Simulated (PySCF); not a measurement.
## H$_{2}$OSi, SMILES `O=[SiH2]` (charge 0, multiplicity 1)

Computed with PBE0-D3(BJ)/def2-TZVP (PySCF).

```json
{
 "HOMO": "-8.28 eV",
 "dipole_moment": "3.69 D",
 "HOMO–LUMO gap": "6.07 eV",
 "LUMO": "-2.21 eV",
 "total_energy": "-365.7391 Ha",
 "cost": "roughly 6 core-seconds"
}
```

```xyz
4

O      1.4020    -0.5086    -0.4105
Si     0.0333    -0.0121     0.0111
H     -1.2255    -0.7756    -0.1867
H     -0.2097     1.2963     0.6713
```
